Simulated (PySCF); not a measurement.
# Run times: iridium in even-tempered 17s7p4d4f3g2h

Measured wall times of calculations with PySCF 2.14 in an uncontracted even-tempered set (17 s from 230 bohr⁻², ratio 2; 7 p from 350 bohr⁻², ratio 2.2; 4 d from 1100 bohr⁻², ratio 2.2; 4 f from 1600 bohr⁻², ratio 2.2; 3 g from 2400 bohr⁻², ratio 2.2; 2 h from 3600 bohr⁻², ratio 2.2), with no relativity, point nucleus, run from one Python driver. Hardware: 1 thread of Neoverse-N1 on a shared host, 1.3 GiB allowed. The two-electron integrals over 135 functions were computed once and kept in memory (3.3 CPU seconds with the set-up); the times below exclude them. Kohn-Sham runs start from converged Hartree-Fock orbitals.

Launch command (the driver calls PySCF for each step listed in the task file):

```bash
OMP_NUM_THREADS=1 python atomrun2.py TASK.json OUT
```

```csv
species,step,iterations,wall time (s)
Ir⁷⁵⁺ 1s2,UHF,1,3.1
Ir⁷⁵⁺ 1s2,LDA,3,0.45
Ir⁷⁵⁺ 1s2,PBE,3,0.5
Ir⁷⁵⁺ 1s2,PBE0,3,2
Ir⁷⁵⁺ 1s2,r2SCAN,3,1.1
Ir⁷⁵⁺ 1s2,revPBE,3,0.5
Ir⁷⁵⁺ 1s2,TPSSh,2,2
Ir⁷⁵⁺ 1s2,MP2 (2 electrons),,3.1
Ir⁷⁶⁺ 1s1,UHF,1,3.1
Ir⁷⁶⁺ 1s1,LDA,3,0.44
Ir⁷⁶⁺ 1s1,PBE,2,0.37
Ir⁷⁶⁺ 1s1,PBE0,2,1.5
Ir⁷⁶⁺ 1s1,r2SCAN,3,1.1
Ir⁷⁶⁺ 1s1,revPBE,2,0.36
Ir⁷⁶⁺ 1s1,TPSSh,2,1.9
```

Peak memory of the process: 0.59 GiB. Times on a shared host vary from run to run.
